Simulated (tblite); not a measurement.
Start geometry of `C=C(OC)[SiH2]/N=C\C(=O)O` from a force field or distance geometry (Å):
```
atom  x, y, z in Å
C1    -2.049   -0.198   -0.762
C2    -0.748    0.088   -0.866
O3    -0.149    1.305   -0.581
C4    -1.010    2.393   -0.218
Si5    0.486   -1.263   -1.369
N6     0.683   -2.379   -0.059
C7     1.266   -1.995    1.038
C8     1.846   -0.628    1.381
O9     2.880   -0.192    0.931
O10    1.066    0.008    2.265
H11   -2.448   -1.190   -0.981
H12   -2.802    0.533   -0.458
H13   -0.388    3.270   -0.039
H14   -1.718    2.618   -1.009
H15   -1.530    2.175    0.733
H16   -0.062   -2.012   -2.519
H17    1.806   -0.684   -1.727
H18    1.367   -2.727    1.867
H19    1.497    0.888    2.366
```

Task: What comes out of this run: GFN2-xTB geometry optimisation, gas phase (tblite 0.8.0)?

Result: 
```
atom  x, y, z in Å
C1    -1.9933    0.1367   -1.8592
C2    -0.9673    0.0263   -1.0246
O3    -0.6769    0.8720    0.0052
C4    -1.5392    1.9608    0.2311
Si5    0.3383   -1.3529   -1.1410
N6     0.4189   -1.8287    0.5171
C7     1.1093   -1.4257    1.4762
C8     2.2459   -0.4633    1.3326
O9     2.5805    0.0326    0.2887
O10    2.8542   -0.2165    2.4950
H11   -2.1223   -0.5950   -2.6338
H12   -2.7261    0.9255   -1.8204
H13   -1.1334    2.4986    1.0868
H14   -1.5726    2.6285   -0.6359
H15   -2.5537    1.6193    0.4620
H16   -0.2489   -2.5576   -1.7305
H17    1.4826   -0.8960   -1.9229
H18    0.9116   -1.7705    2.4898
H19    3.5825    0.4151    2.3764
```

The energy falls by 0.479 eV over 160 L-BFGS steps, the largest force on an atom goes from 3.53 to 0.010 eV/Å, and the atoms move by 1.138 Å rms after alignment. The bond that changes most is N6=C7 (C=N nitrogen to C=N carbon), which shortens by 0.052 Å. Bonds longer at the end by more than 0.005 Å: 1 of 18; shorter: 14. Among the angles that change most is N6–Si5–H17, from 109.4° to 124.3°. Among the dihedrals that turn most is N6–C7–C8–O9, from -74° to 2°. Rotational constants go from 1419, 937.5, 698.3 to 1806, 751.0, 615.6 MHz. The orientation of the end geometry is arbitrary; only internal coordinates are fixed.

Hardware: an Arm Neoverse V2 with one thread (shared host). Cost: 1.2 s.

Its lowest GFN2-xTB frequency is 11i cm⁻¹, too small to tell a flat minimum from a shallow saddle. One conformer, not necessarily the lowest. 3 starts were optimised and ended at 0.00, 0.77 and 1.88 kcal/mol (GFN2-xTB); the lowest of these is shown.

The numbers are calculated, not measured.
